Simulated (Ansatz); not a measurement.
Molecule: sum formula SiH$_{3}$Cl, net charge 1, doublet state. SMILES of the parent species: Cl[SiH3]
Geometry from a B3LYP-D3(BJ)/def2-TZVP (Ansatz, an electronic-structure program) optimisation:
```
Si
H 1 1.4674
H 1 1.4674 2 123.65
H 1 1.5885 2 109.67 3 131.87
Cl 1 2.0645 2 112.94 4 85.94
```
Charge +1, spin multiplicity 2.

Parts of the frozen-core correlation energy in 6-31G* (Ansatz, hartree). Frozen orbitals: 10; correlated occupied orbitals by spin: 7 and 6; virtual: 27 and 28. UHF or UKS for open shells. No spin-orbit coupling. Non-relativistic.

```csv
term,value
reference (HF),-749.78181
MP2 opposite-spin,…
MP2 same-spin,-0.04239
CCSD correlation,…
(T),…
T1 diagnostic,0.030
largest doubles amplitude,0.045
<S^2> of the reference,0.768
```

Q: Complete the blanks.

A: 
- MP2 opposite-spin, value: -0.15194
- CCSD correlation, value: -0.23193
- (T), value: -0.00616
